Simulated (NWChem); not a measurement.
System: C2H5BO2; SMILES OB1COC1

```xyz
10

O     -0.0816     1.9481     0.0000
B     -0.0183     0.6094     0.0000
C     -1.0889    -0.5511     0.0000
O     -0.0042    -1.4994     0.0000
C      1.0707    -0.5466     0.0000
H      0.7811     2.3775     0.0000
H     -1.7339    -0.6554     0.8928
H     -1.7339    -0.6554    -0.8928
H      1.7185    -0.6479    -0.8925
H      1.7185    -0.6479     0.8925
```
Atoms are numbered in this order, from 1.

Program: NWChem. Pople sets run with spherical d functions. Structure relaxed at the PBE0/def2-SVP level. B3LYP is NWChem's, with the RPA form of VWN correlation. Atomic charges in e: unrestrained fits to the electrostatic potential beside Mulliken populations; buried atoms are poorly determined by the fit.

For level Hartree-Fock/6-31G*:

| Quantity | Value |
|---|---|
| ESP O1 | -0.68 |
| Mulliken O1 | -0.70 |
| ESP B2 | 0.42 |
| Mulliken B2 | 0.62 |
| Mulliken C3 | -0.19 |
| Mulliken O4 | -0.66 |
| Mulliken C5 | -0.20 |

Problem. How do the values read with level B3LYP/def2-SVP instead?

Solution. 
- ESP O1: -0.55
- Mulliken O1: -0.07
- ESP B2: 0.24
- Mulliken B2: -0.12
- Mulliken C3: 0.18
- Mulliken O4: -0.41
- Mulliken C5: 0.15
